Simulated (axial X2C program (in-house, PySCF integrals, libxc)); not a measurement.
# What spin–orbit coupling does to GeSe

Calculated with an in-house relativistic program for diatomic molecules. Spin-free means the one-electron spin-free X2C Hamiltonian; two-component (2c) means X2C with spin–orbit coupling and atomic mean-field two-electron Coulomb and Gaunt terms, so the difference of the two also holds small scalar two-electron terms. Basis: Se dyall-cv3z [8s9p6d4f1g], Ge dyall-cv3z [9s9p7d4f1g] (cores contracted in-house); Gaussian nuclei, density fitting, unrestricted open shells. Masses: Se 79.917 u, Ge 73.921 u.

Spin-free state: M_S = 0, Λ = 0 (closed shell); fragments Se + Ge.

```json
{"level": "PBE0", "Re (Å)": "2.132", "ωe (cm⁻¹)": "412.9", "De (eV)": "5.057", "μ (D)": "1.90"}
{"level": "HF", "Re (Å)": "2.116", "ωe (cm⁻¹)": "439.8", "De (eV)": "2.725", "μ (D)": "2.47"}
{"level": "MP2", "Re (Å)": "2.153", "ωe (cm⁻¹)": "404.3", "De (eV)": "5.037", "μ (D)": "n/a"}
{"level": "CCSD", "Re (Å)": "2.143", "ωe (cm⁻¹)": "414.1", "De (eV)": "4.621", "μ (D)": "n/a"}
{"level": "CCSD(T)", "Re (Å)": "2.159", "ωe (cm⁻¹)": "396.6", "De (eV)": "4.908", "μ (D)": "n/a"}
{"level": "M06", "Re (Å)": "2.142", "ωe (cm⁻¹)": "406.5", "De (eV)": "5.162", "μ (D)": "1.95"}
```

Correlated methods: 10 electrons correlated (number of frozen shells: Se 3 s, 2 p, 1 d; Ge 3 s, 2 p, 1 d), 250 virtual spin orbitals or spinors in MP2, 88 natural virtuals in coupled cluster.

Dipoles are positive if Ge is the positive end.

Two-component determinant lowest at the distance of the search:

Ω = 0 (closed shell); fragments Se + Ge.

```
  level  Re (Å)  ωe (cm⁻¹)  μ (D)
   PBE0   2.134      412.0   1.90
     HF   2.117      438.6   2.46
    MP2   2.154      404.0    n/a
   CCSD   2.145      413.1    n/a
CCSD(T)   2.160      395.9    n/a
    M06   2.143      405.5   1.94
```

(1) From the two tables, how do the constants change at the CCSD(T) level (2c against spin-free)?

One determinant describes the state; a PBE0 search over occupations chose it and may have missed a lower one. Closed shells are restricted here (equal orbitals for both partners); the stretched side of such a curve lies too high. Dissociation energies refer to the lowest single-determinant-based atoms at the same level and basis. De is not given where an atomic determinant may have missed its ground term or J level, or where the truncated virtual space spoils (T). CCSD and (T) use frozen natural virtuals with an MP2 correction for the truncation; (T) itself is uncorrected, so its De runs slightly low. Without a current term, density functionals place determinants with orbital angular momentum somewhat too high. The T1 diagnostic is large, a sign of multireference character. With the outer-core shells frozen, correlated bond lengths of heavy atoms tend to come out a few hundredths of an ångström too long.

Results:

(1) At the CCSD(T) level Re increases by 0.001 Å and ωe goes down by 0.7 cm⁻¹.
